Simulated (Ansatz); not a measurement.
Computed with Ansatz on PBE0-D4/def2-TZVP structures; ΔE is electronic, products minus reactants. CCSD(T)/CBS is the MP2 limit (def2-TZVPP, def2-QZVPP) plus CCSD(T) − MP2 in def2-TZVPP, frozen cores. This one scheme is used for every species, atoms too. Functionals use def2-TZVPP. No spin–orbit coupling; open shells (•) take unrestricted orbitals. Spin–orbit coupling would lower the free atoms: a little for C, Si.

Consider the atomization: `C#C[Si](C#C)(C#C)C#C` → 8 C• + 4 H• + Si•.

```
        level  ΔE (kcal/mol)
    r2SCAN-D4         1522.1
MP2/CBS(def2)         1577.4
```

What does CCSD(T)/CBS give? (Estimate.)

Computed: +1516.2 kcal/mol. The listed levels differ from it by 5.9, 61.2 kcal/mol.

Largest T1 diagnostic among the species: 0.014.

From PBE to PBE0 (25 % exact exchange), in def2-TZVPP and without D4, ΔE moves by −41.7 kcal/mol: exact exchange takes away binding that semilocal exchange gives to molecules. At CCSD(T), def2-SVP lies −72.4 kcal/mol from the extrapolated value and def2-TZVPP −41.7 kcal/mol: correlation converges slowly with the basis, and small sets miss more of it in the bonded molecule than in its fragments.

For atomizations the MP2-based limit and the directly extrapolated one differ by several kJ/mol either way, and by 10 to 25 for some Ge, Se and Sn compounds, so smaller differences from it don't rank the levels.
